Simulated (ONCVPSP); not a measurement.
tantalum, ONCV: configuration errors across variants

- Element: tantalum (Ta)
- Generator: ONCVPSP 4.0.1
- Type: optimised norm-conserving Vanderbilt (ONCV)
- Functional: PBEsol
- Relativity: scalar-relativistic
- Frozen core: [Kr] 4d10 4f14
- Valence charge: 13
- Reference configuration: 5s2 5p6 5d3 6s2
- Partial waves: 5s+6s: rc 2.05 bohr, ncon 5, nbas 8, qcut 5.3 1/bohr, 3 projectors, debl 3.5 Ha; 5p: rc 1.80 bohr, ncon 4, nbas 8, qcut 6.1 1/bohr, 2 projectors, debl 1.4 Ha; 5d: rc 2.50 bohr, ncon 4, nbas 9, qcut 5.4 1/bohr, 3 projectors, debl 3.9 Ha
- Local potential: polynomial inside 1.75 bohr (lpopt 2, dvloc0 -1 Ha)
- Core correction: Teter function, fcfact 5.75, rcfact 1.7

In the p channel the program set the typed energies aside and used -1.449, 0.250 Ha.

All-electron excitation energies from the reference (eV): (1) 5s2 5p6 5d3 6s1 8.505; (2) 5s2 5p6 5d3 6s0 23.483; (3) 5s2 5p6 5d2 6s0 47.094; (4) 5s2 5p6 5d3 6s1.5 3.478.

Errors AE − PS in meV (a dash: test not solved or not reliable):

| change | (1) | (2) | (3) | (4) | bound ghosts | GHOST(+) flags above zero |
| --- | --- | --- | --- | --- | --- | --- |
| base | -6.4 | -32 | -86 | -2.0 | none | d |
| s: qcut 3.4; p: qcut 3.9; d: qcut 3.4 | -4.8 | -31 | -61 | -1.5 | none | none |
| s: qcut 3.9; p: qcut 4.5; d: qcut 4 | -5.7 | -32 | -73 | -1.7 | none | none |
| s: qcut 4.8; p: qcut 5.5; d: qcut 4.9 | -6.4 | -33 | -84 | -2.0 | none | none |
| s: qcut 5.2; p: qcut 6; d: qcut 5.3 | -6.5 | -32 | -87 | -2.0 | none | d |
| s: qcut 5.7; p: qcut 6.6; d: qcut 5.9 | -6.2 | -30 | -79 | -1.9 | none | none |
| s: qcut 7; p: qcut 8; d: qcut 7.1 | -5.9 | -26 | -76 | -1.9 | none | s |
| s: qcut 7.8; p: qcut 9; d: qcut 8 | -5.8 | -25 | -74 | -1.9 | none | s |

**Question.** Give the same row for: s: qcut 6.6; p: qcut 7.6; d: qcut 6.7.

**Answer.** -6.0, -27, -77, -1.9; bound ghosts: none; GHOST(+) flags above zero: s.
